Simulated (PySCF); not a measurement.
## Fine-structure interval of La⁵²⁺ by level of theory

La⁵²⁺ [He] 2s2 2p1 [2p1/2^1, M_J = 1/2] → La⁵²⁺ [He] 2s2 2p1 [2p3/2^1, M_J = 3/2], as a difference of total energies. Computed with PySCF 2.14 in an even-tempered Gaussian basis (17 s from 32 bohr⁻², ratio 2.4; 12 p from 42 bohr⁻², ratio 2.4; 5 d from 130 bohr⁻², ratio 2.6; 4 f from 200 bohr⁻², ratio 2.6), with the two-component X2C-1e Hamiltonian. Correlated levels: nothing frozen; the 26 highest virtual spinors dropped. "Screened" scales the spin-orbit matrix elements by Boettger's factors to mimic the two-electron term; Breit and QED terms are absent.

| method | fine-structure interval (cm⁻¹) |
| --- | --- |
| GHF (screened spin-orbit) | 3725100 |
| GMP2 (screened spin-orbit) | 3713500 |
| GHF (bare spin-orbit) | 3868900 |
